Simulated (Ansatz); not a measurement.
The same group exchange along the group O, S, Se.

Calculated with Ansatz (gas phase, PBE0-D4/def2-TZVP geometries, no zero-point term in ΔE). CBS: MP2 limit from def2 TZ/QZ plus the TZ coupled-cluster correction, frozen cores. This one scheme is used for every species. DFT in def2-TZVPP. Elements past krypton have def2 core potentials. For Se, Sn outer-core shells are correlated without core-valence functions, which leaves a few kJ/mol of doubt a bond. Scalar relativity is left out up to krypton.

```json
{"reaction": "`C[O][SnH3]` + SiH₄ → `CO[SiH3]` + `[SnH4]`", "PBE0-D4 (kJ/mol)": "-73", "B2PLYP (kJ/mol)": "-73", "CCSD/CBS(def2) (kJ/mol)": "-70", "CCSD(T)/CBS(def2) (kJ/mol)": "-67"}
{"reaction": "`C[S][SnH3]` + SiH₄ → `CS[SiH3]` + `[SnH4]`", "PBE0-D4 (kJ/mol)": "-2", "B2PLYP (kJ/mol)": "2", "CCSD/CBS(def2) (kJ/mol)": "6", "CCSD(T)/CBS(def2) (kJ/mol)": "6"}
{"reaction": "`C[Se][SnH3]` + SiH₄ → `C[Se][SiH3]` + `[SnH4]`", "PBE0-D4 (kJ/mol)": "13", "B2PLYP (kJ/mol)": "17", "CCSD/CBS(def2) (kJ/mol)": "21", "CCSD(T)/CBS(def2) (kJ/mol)": "21"}
```

Largest T1 diagnostic: 0.013, for `[SnH4]`.
